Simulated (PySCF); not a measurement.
## ORD: `C=C[C@@]12CC[C@@H]1C2`, C₇H₁₀

Geometry:
```csv
atom,x (Å),y (Å),z (Å)
C1,2.423,0.878,-0.198
C2,1.624,-0.117,0.160
C3,0.214,-0.246,-0.197
C4,-0.748,-1.242,0.450
C5,-1.861,-0.173,0.420
C6,-0.898,0.797,-0.247
C7,-0.381,0.197,-1.510
H8,3.454,0.915,0.107
H9,2.076,1.696,-0.806
H10,2.004,-0.918,0.783
H11,-0.942,-2.144,-0.132
H12,-0.456,-1.526,1.459
H13,-2.173,0.144,1.412
H14,-2.744,-0.425,-0.169
H15,-0.844,1.852,-0.039
H16,0.243,0.823,-2.129
H17,-0.998,-0.496,-2.065
```

Method used: PySCF, TDDFT B3LYP/def2-SVPD circular dichroism and optical rotation, one conformer, gas phase. Geometry: GFN2-xTB.

The molecule is flexible and this is one conformer; a measurement averages over conformers. States above about 6.4 eV lie in this functional's continuum (it starts at minus the energy of the highest occupied orbital, well below the true ionisation energy for most functionals) and depend on the basis.

Stereocentres: C3 S, C6 R.

(1) Give the optical rotatory dispersion at 633, 589.3, 546, 436, 405, 365, 355 nm.

(2) And for the mirror image at 589.3 nm?

(3) What is the molar rotation [Φ] = [α]·M/100 of the geometry above at 589.3 nm?

## Answers

(1) [α] in deg dm⁻¹ (g/mL)⁻¹:
| λ (nm) | origin-invariant length gauge | modified velocity gauge | length gauge (centre of mass) | isotropic polarisability (au) |
| --- | --- | --- | --- | --- |
| 633 | -371.5 | -372.4 | -372.2 | 82.0 |
| 589.3 | -442.3 | -443.3 | -443.2 | 82.4 |
| 546 | -536.0 | -537.1 | -537.1 | 82.9 |
| 436 | -993.2 | -994.8 | -995.3 | 85.1 |
| 405 | -1244.3 | -1246.0 | -1247.0 | 86.1 |
| 365 | -1760.3 | -1761.9 | -1764.2 | 88.0 |
| 355 | -1945.2 | -1946.8 | -1949.7 | 88.7 |

(2) +442.3 deg dm⁻¹ (g/mL)⁻¹ (origin-invariant length gauge): the same size and the opposite sign.

(3) With M = 94.16 g/mol, -416.4 deg cm² dmol⁻¹ (origin-invariant length gauge).

The first excitation lies at 5.82 eV (213 nm) with R = -59.7 × 10⁻⁴⁰ esu² cm² (velocity form).
